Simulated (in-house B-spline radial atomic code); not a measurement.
Ionisation energies along the 56-electron series, configuration [Kr] 4d10 4f8 5s2, as differences of self-consistent energies. Dirac energy differences include first-order Breit, QED and recoil terms. NIST's values go from ground level to ground level; the uncertainty of those that are theory runs from under 0.1 % in few-electron ions to several per cent in heavy many-electron ones. Computed with a radial B-spline atomic code at the basis-set limit: Dirac-Hartree-Fock, average of the configuration, finite nuclei.

```
  ion  configuration after  ionisation energy (eV)  IE/(q+1)² (eV)  Breit and QED recoil part (eV)  tabulated value (eV)    tabulated kind  computed minus tabulated (eV)
Dy10+    [Kr] 4d10 4f7 5s2                  176.69          1.4602                         0.10428                   192  tabulated theory                         -15.31
Ho11+    [Kr] 4d10 4f7 5s2                  208.38          1.4471                          0.1122                   229  tabulated theory                         -20.62
Er12+    [Kr] 4d10 4f7 5s2                  242.08          1.4324                          0.1188                   268  tabulated theory                         -25.92
```

Where a p, d or f electron is removed, the computed value is a mean over both j, so it misses the tabulated one by a part of the spin-orbit splitting; averaging over terms and missing correlation add to the gap, relatively most at low charge.
